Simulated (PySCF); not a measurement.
# Vibration and rotation of GeI⁺

RHF-CCSD(T) constants of GeI⁺, ¹Σ⁺ (singlet), closed shell (PySCF, scalar-relativistic core potentials, basis sets Ge def2-TZVPPD, I def2-TZVPPD with ECP28; masses 73.9212 and 126.9045 u):

```
ωe              : 306.8 cm⁻¹
ωexe            : 0.583 cm⁻¹
Be              : 0.062728 cm⁻¹
αe              : 0.000166 cm⁻¹
D (centrifugal) : 1.05e-08 cm⁻¹
De to Ge⁺ + I   : 3.87 eV
```

Give the band origin of the fundamental and the first lines of its P and R branches.

ν0 = ωe − 2ωexe = 305.6 cm⁻¹, B0 = 0.062645, B1 = 0.062479 cm⁻¹.

```
J″  P(J″) − ν0  R(J″) − ν0
 0                   0.125
 1      -0.125       0.250
 2      -0.251       0.374
 3      -0.377       0.498
 4      -0.503       0.621
 5      -0.630       0.745
 6      -0.757       0.868
```

Near which J would the R branch turn back, without centrifugal distortion?

At J ≈ (B0 + B1)/(2(B0 − B1)) − 1 ≈ 380.

Correlated steps freeze 13 core orbitals. These are scalar-relativistic numbers at best; spin–orbit coupling would shift them, the dissociation energy most. For an ion De counts to the pair picked by the measured ionisation energies or electron affinities, which need not be the lowest pair at this level. Where the molecule has an RHF reference, its open-shell atoms are computed with UHF.
